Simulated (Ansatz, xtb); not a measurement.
# Ranking isomers of C4H13BSi

4 gas-phase structures of C4H13BSi, from a drawn sample of its isomers (lower ones may exist). Each was relaxed with GFN2-xTB; where two conformers were screened, the lower at r2SCAN-D4/def2-SVP is listed:

A. `B[SiH2]CCCC`, a singlet
B. `CCB(C)C[SiH3]`, a singlet
C. `B[C@H](C)[SiH2]CC`, a singlet
D. `CCBCC[SiH3]`, a singlet

Task: Estimate their order in r2SCAN-D4/def2-SVP energy at these geometries, lowest first.

Result: Calculated order at r2SCAN-D4/def2-SVP: B (0.0), C (20.2), D (20.7), A (39.1) kcal/mol. Less than 1 kcal/mol parts C and D, so the order within that pair means little.

Energies above the lowest of each column, in kcal/mol; the last columns are at B3LYP/def2-SVP geometries and were run for some of them only (a dash: not run or not comparable):

| structure | GFN2-xTB | HF/STO-3G | r2SCAN-D4/def2-SVP | B3LYP/def2-SVP | CCSD(T)/def2-SVP + ΔMP2/def2-TZVPP |
| --- | --- | --- | --- | --- | --- |
| B | 0.0 | 0.0 | 0.0 | 0.0 | 0.0 |
| C | 4.1 | 13.7 | 20.2 | 19.2 | 16.9 |
| D | 4.4 | 14.9 | 20.7 | 18.4 | 19.4 |
| A | 9.8 | 28.6 | 39.1 | – | – |

Every level run on B puts it lowest or level with the lowest. Flexible structures stand in one conformer each, not always the lowest. Frequencies (GFN2-xTB) were run for B, C, D alone. ΔMP2 is the change of the MP2 energy from the smaller to the larger basis.

Over these structures GFN2-xTB departs from r2SCAN-D4/def2-SVP by 7.7 kcal/mol on average once a common shift is removed. A GFN2-xTB relaxation took about 0.13 s and the r2SCAN-D4/def2-SVP energy about 1.9 s on a shared host (Ansatz 0.2.0, xtb 6.7.1).
